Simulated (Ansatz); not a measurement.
Cl2GaH6NSi2, SMILES `[SiH3][N]([SiH3])[Ga]([Cl])[Cl]`. Total charge 0; spin multiplicity 1. The geometry is a stationary point of PBE0-D4/def2-TZVP. It is one conformer, not always the lowest.

```xyz
12

Si   -0.164    1.684    0.301
N    -0.077   -0.018   -0.061
Si    1.217   -0.949    0.652
Ga   -1.278   -0.852   -1.146
Cl   -1.019   -2.936   -1.479
Cl   -2.903    0.125   -2.087
H    -0.320    1.897    1.764
H    -1.329    2.263   -0.411
H     1.079    2.372   -0.138
H     2.088   -1.552   -0.389
H     2.017   -0.002    1.474
H     0.690   -2.032    1.521
```

Question: What is the dipole moment at PBE/def2-TZVPP? (An estimate is asked.)

Answer: Computed: 1.20 D, with components (0.73, 0.66, 0.70) D in this frame, pointing from negative to positive charge.

Question: And with r2SCAN, B3LYP, ωB97M-V? (Best estimate.)

Answer: Computed: r2SCAN 1.25 D, B3LYP 1.26 D, ωB97M-V 1.18 D.

Question: Give the Mulliken charges with PBE, ωB97M-V, r2SCAN in def2-TZVPP. (Estimate.)

Answer: Computed: 
```json
{"atom": "Si1", "PBE": "0.22", "ωB97M-V": "0.20", "r2SCAN": "0.33"}
{"atom": "N2", "PBE": "-0.20", "ωB97M-V": "-0.37", "r2SCAN": "-0.38"}
{"atom": "Si3", "PBE": "0.22", "ωB97M-V": "0.19", "r2SCAN": "0.33"}
{"atom": "Ga4", "PBE": "0.45", "ωB97M-V": "0.51", "r2SCAN": "0.56"}
{"atom": "Cl5", "PBE": "-0.22", "ωB97M-V": "-0.22", "r2SCAN": "-0.24"}
{"atom": "Cl6", "PBE": "-0.21", "ωB97M-V": "-0.21", "r2SCAN": "-0.24"}
{"atom": "H7", "PBE": "-0.05", "ωB97M-V": "-0.02", "r2SCAN": "-0.07"}
{"atom": "H8", "PBE": "-0.04", "ωB97M-V": "-0.01", "r2SCAN": "-0.05"}
{"atom": "H9", "PBE": "-0.05", "ωB97M-V": "-0.02", "r2SCAN": "-0.07"}
{"atom": "H10", "PBE": "-0.04", "ωB97M-V": "-0.01", "r2SCAN": "-0.06"}
{"atom": "H11", "PBE": "-0.05", "ωB97M-V": "-0.02", "r2SCAN": "-0.06"}
{"atom": "H12", "PBE": "-0.04", "ωB97M-V": "-0.01", "r2SCAN": "-0.06"}
```

B3LYP here is the variant with VWN-RPA as its local correlation; programs differ in this.
